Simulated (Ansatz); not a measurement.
C3H10NSi, doublet, at a GFN2-xTB geometry; B3LYP/STO-3G (Ansatz, an electronic-structure program).

The Ansatz input:
Ansatz 0.2 input:
```yaml
crystal:
  periodic: [false, false, false]
  atoms:
    - {symbol: C, position_ang: [0.09145278, 1.43502701, -1.27625997]}
    - {symbol: Si, position_ang: [-0.11033837, 0.10496908, 0.08008673]}
    - {symbol: C, position_ang: [-0.61588952, -1.55783745, -0.77093454]}
    - {symbol: C, position_ang: [1.64718641, -0.34670971, 0.75265659]}
    - {symbol: N, position_ang: [-1.09840910, 0.28359537, 1.40647931]}
    - {symbol: H, position_ang: [0.77586539, 1.13259566, -2.06436719]}
    - {symbol: H, position_ang: [0.46877387, 2.36238694, -0.85374923]}
    - {symbol: H, position_ang: [-0.86454839, 1.65907343, -1.74176393]}
    - {symbol: H, position_ang: [-0.71704633, -2.33042702, -0.02163744]}
    - {symbol: H, position_ang: [0.13382529, -1.85109542, -1.49524138]}
    - {symbol: H, position_ang: [-1.56632868, -1.42453376, -1.27066024]}
    - {symbol: H, position_ang: [2.26942421, -0.72556309, -0.04831890]}
    - {symbol: H, position_ang: [2.10276007, 0.53962850, 1.17387925]}
    - {symbol: H, position_ang: [1.55541440, -1.09696630, 1.52532797]}
    - {symbol: H, position_ang: [-1.66103713, 1.09728710, 1.59718904]}
basis:
  gaussian:
    orbitals: STO-3G
    final_grid: {core_spheres: 6, valence_spheres: 12, degree: 29}
hamiltonian:
  xc: b3lyp
magnetization: {spin_polarized: true, initial_magnetization: 1}
```

What does Ansatz print? Leave out banner, timings and long lists.


```
Functional definition: B3LYP
512 factors; integrals over basis functions are off by at most 3.8e-5 eV
mean field evaluation 1: about -12489.3201 eV, gradient 1.8e1 eV
mean field evaluation 2: about -12489.1028 eV, gradient 2.1e1 eV
mean field evaluation 4: about -12491.8889 eV, gradient 1.5e0 eV
mean field evaluation 8: about -12491.8350 eV, gradient 3.2e-2 eV
mean field evaluation 16: about -12491.8350 eV, gradient 1.3e-5 eV
mean field -12491.83496981 eV, -459.0664678707 hartree, gradient 1.3e-5 eV, S^2 0.753074; 2 other end points of the search recorded, 0 dependent functions left out
reference -12491.83520712 eV, -459.0664765916 hartree; 25, 24 occupied and 14, 15 virtual orbitals, 512 factors
Total energy: -12491.83520712 eV, -459.0664765916 hartree
```
